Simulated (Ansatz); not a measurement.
Born–Oppenheimer molecular dynamics of MoO3 (4 atoms, charge 0, multiplicity 1). It starts from a relaxed structure.

The calculation used RKS B3LYP-D4/def2-SVP (Ansatz).

| Quantity | Value |
| --- | --- |
| ensemble | NVE (velocity Verlet) |
| time step | 2 fs |
| steps asked | 300 |
| starting velocities drawn for | 400 K |
| seed | 354230 |

First frame:

```xyz
4
Properties=species:S:1:pos:R:3
O -0.971 -0.146 1.272
Mo -0.141 -0.341 -0.202
O 1.515 -0.611 0.089
O -0.348 1.038 -1.179
```

(1) How far do the bonds stretch over the last three quarters of this one trajectory? (Pairs bonded in most of those frames.)

Answers

(1) 
```tsv
bond	mean (Å)	spread (Å)	shortest	longest
O1–Mo2	1.704	0.012	1.68	1.73
Mo2–O3	1.704	0.012	1.68	1.73
Mo2–O4	1.704	0.015	1.68	1.73
```

Mean temperature of the second half: 192 K. The conserved energy stayed within 0.26 meV per atom of its start (net change 0.14 meV per atom), so the integration is sound. The temperature averaged 0.48 of the 400 K drawn at the start: a run that starts near a minimum puts about half its kinetic energy into the potential. A run of 0.6 ps of so small a system gives no equilibrium averages.

Run time: 10 min on 1 CPU thread of a shared host.
